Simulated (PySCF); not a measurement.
Au(CO) (CAuO), SMILES [O+]#[C-]->[Au+], charge +1, multiplicity 1. Geometry: TPSSh-D3(BJ)/def2-TZVP. The spin state was assumed, not searched. The isomer is the one that the SMILES or the coordinates give; other isomers of the formula were not compared. The def2 effective core potentials stand for the cores of Au; spin–orbit coupling is left out.

Question: Give the equilibrium geometry at TPSSh-D3(BJ)/def2-TZVP (PySCF confirms it by a frequency run) as a Z-matrix, and its point group. (Estimate from the structure and the level; the computed values follow.)

Answer: point group C∞v.
```
C
O 1 1.1206
Au 1 1.9244 2 180.00
```
Charge +1, spin multiplicity 1.
